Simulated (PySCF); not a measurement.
Isomers of C7H7O2P.

All values: PBE0/pcSseg-1 (PySCF) at GFN2-xTB geometries, gas phase, one conformer each.

Task: Rank by HOMO–LUMO gap, highest first.
A. `[CH3:1][O:2][C:3](=[O:4])[c:5]1[cH:6][cH:7][cH:8][cH:9][p:10]1` with C1–O2–C3–O4 0°, O2–C3–C5–C6 180°
B. `[CH2:1]=[CH:2][c:3]1[o:4][c:5]([CH:6]=[O:7])[c:8]([CH3:9])[p:10]1` with C1–C2–C3–O4 0°, O4–C5–C6–O7 180°
C. `[CH3:1][O:2][C:3](=[O:4])[c:5]1[cH:6][cH:7][cH:8][p:9][cH:10]1` with C1–O2–C3–O4 0°, O2–C3–C5–C6 180°
D. `[CH2:1]=[CH:2][c:3]1[p:4][cH:5][o:6][c:7]1[C:8]([CH3:9])=[O:10]` with C1–C2–C3–P4 1°, O6–C7–C8–C9 0°

Result: C (5.48 eV), A (5.27 eV), D (4.97 eV), B (4.33 eV).

Task: Rank by the highest IAO charge on any atom, lowest value first.
A. `[CH3:1][O:2][C:3](=[O:4])[c:5]1[cH:6][cH:7][cH:8][cH:9][p:10]1` with C1–O2–C3–O4 0°, O2–C3–C5–C6 180°
B. `[CH2:1]=[CH:2][c:3]1[o:4][c:5]([CH:6]=[O:7])[c:8]([CH3:9])[p:10]1` with C1–C2–C3–O4 0°, O4–C5–C6–O7 180°
C. `[CH2:1]=[CH:2][c:3]1[p:4][cH:5][o:6][c:7]1[C:8]([CH3:9])=[O:10]` with C1–C2–C3–P4 1°, O6–C7–C8–C9 0°

Result: B (+0.279 e), C (+0.367 e), A (+0.512 e).

Task: Rank by HOMO energy, highest first.
A. `[CH3:1][O:2][C:3](=[O:4])[c:5]1[cH:6][cH:7][cH:8][cH:9][p:10]1` with C1–O2–C3–O4 0°, O2–C3–C5–C6 180°
B. `[CH2:1]=[CH:2][c:3]1[p:4][cH:5][o:6][c:7]1[C:8]([CH3:9])=[O:10]` with C1–C2–C3–P4 1°, O6–C7–C8–C9 0°
C. `[CH2:1]=[CH:2][c:3]1[o:4][c:5]([CH:6]=[O:7])[c:8]([CH3:9])[p:10]1` with C1–C2–C3–O4 0°, O4–C5–C6–O7 180°

Result: C (-6.73 eV), B (-7.07 eV), A (-7.38 eV).

All values together:

```csv
SMILES,μ (D),HOMO (eV),LUMO (eV),lowest IAO charge (e),highest IAO charge (e),lowest Hirshfeld charge (e),highest Hirshfeld charge (e)
COC(=O)c1ccccp1,1.39,-7.38,-2.11,-0.467 (O),+0.512 (C),-0.254 (O),+0.194 (C)
C=Cc1oc(C=O)c(C)p1,2.63,-6.73,-2.40,-0.421 (C),+0.279 (P),-0.218 (O),+0.103 (C)
C=Cc1pcoc1C(C)=O,2.39,-7.07,-2.09,-0.477 (C),+0.367 (C),-0.218 (O),+0.152 (C)
COC(=O)c1cccpc1,0.51,-7.40,-1.92,-0.469 (O),+0.510 (C),-0.248 (O),+0.207 (C)
```

Conformers: `[CH3:1][O:2][C:3](=[O:4])[c:5]1[cH:6][cH:7][cH:8][cH:9][p:10]1` with C1–O2–C3–O4 0°, O2–C3–C5–C6 180°; `[CH2:1]=[CH:2][c:3]1[o:4][c:5]([CH:6]=[O:7])[c:8]([CH3:9])[p:10]1` with C1–C2–C3–O4 0°, O4–C5–C6–O7 180°; `[CH2:1]=[CH:2][c:3]1[p:4][cH:5][o:6][c:7]1[C:8]([CH3:9])=[O:10]` with C1–C2–C3–P4 1°, O6–C7–C8–C9 0°; `[CH3:1][O:2][C:3](=[O:4])[c:5]1[cH:6][cH:7][cH:8][p:9][cH:10]1` with C1–O2–C3–O4 0°, O2–C3–C5–C6 180°.
